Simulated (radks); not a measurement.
Results of a calculation; reference values are marked as such.
Al V, 9 electrons, occupied as [He] 2p5 3p2 (not the ground configuration). Level of theory: non-relativistic Kohn-Sham, r2SCAN, spin-polarised, spherical densities, point nucleus; open shells are filled with parallel spins first; meta-GGA in the generalised Kohn-Sham scheme (a radial shooting solver on a logarithmic mesh with Libxc functionals).

Local quantities along the radius. ELF = 1/(1 + alpha^2) is the electron localisation function; alpha = (tau - tau_W)/tau_unif compares the Pauli kinetic energy density with that of the uniform gas (summed over spins).

```
   r/bohr * ELF (the largest magnitude, 1, reaches the edge; | marks zero)
 0.005434 |                                                      *
 0.006127 |                                                      *
 0.006853 |                                                      *
 0.007726 |                                                      *
 0.008642 |                                                      *
 0.009744 |                                                      *
   0.0109 |                                                      *
  0.01219 |                                                      *
  0.01374 |                                                      *
  0.01537 |                                                      *
  0.01733 |                                                      *
  0.01939 |                                                      *
  0.02186 |                                                      *
  0.02445 |                                                      *
  0.02757 |                                                      *
  0.03083 |                                                      *
  0.03449 |                                                      *
  0.03889 |                                                      *
  0.04349 |                                                      *
  0.04904 |                                                      *
  0.05485 |                                                      *
  0.06185 |                                                      *
  0.06917 |                                                      *
  0.07799 |                                                     *
  0.08724 |                                                     *
  0.09758 |                                                   *
     0.11 |                                                 *
   0.1231 |                                             *
   0.1387 |                                     *
   0.1552 |                             *
    0.175 |                     *
   0.1957 |                *
   0.2207 |              *
   0.2468 |               *
   0.2761 |                  *
   0.3113 |                       *
   0.3482 |                           *
   0.3925 |                               *
   0.4391 |                                 *
    0.495 |                                  *
   0.5537 |                                 *
   0.6243 |                             *
   0.6983 |                       *
    0.781 |              *
   0.8806 |      *
    0.985 |    *
    1.111 |     *
    1.242 |           *
    1.401 |                       *
    1.567 |                               *
    1.766 |                                   *
    1.976 |                                   *
     2.21 |                                *
    2.491 |                         *
    2.787 |                *
    3.142 |       *
    3.514 |  *
    3.963 |*
    4.432 *
    4.997 *
```

On this mesh the ELF has minima near r = 0.22, 0.98 bohr, which separate the shells, and maxima near 0.50 (0.64), 1.8 (0.65).
